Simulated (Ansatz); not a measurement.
Species: BNH2Cl, charge 0, doublet. BNH2Cl (SMILES N[B]Cl, doublet).
B3LYP-D3(BJ)/def2-TZVP minimum from Ansatz (an electronic-structure program):
```xyz
5

B      0.4711     0.6246    -0.1666
Cl    -1.0417    -0.2620    -0.2359
N      1.6053     0.1863     0.4810
H      2.4565     0.7224     0.4999
H      1.6600    -0.6944     0.9764
```
Charge 0, spin multiplicity 2.

Total energies in cc-pV(D+d)Z, 17 correlated electrons, 7 frozen orbitals. Open shells are spin-unrestricted; no spin-orbit coupling. Cores are frozen in correlated methods. No relativity.

| method | program | energy (Eh) | minus CCSDT(Q) (mEh) |
|---|---|---|---|
| HF | Ansatz | -539.84149 | 411.21 |
| MP2 | Ansatz | -540.21065 | 42.05 |
| CCSD | Ansatz | -540.24001 | 12.70 |
| CCSD(T) | Ansatz | -540.25094 | 1.76 |
| CCSDT(Q) | Ansatz | -540.25270 | 0.00 |

Rough core times of Ansatz's runs on a shared machine: CCSD(T) under 20 s, CCSDT(Q) 5 min.
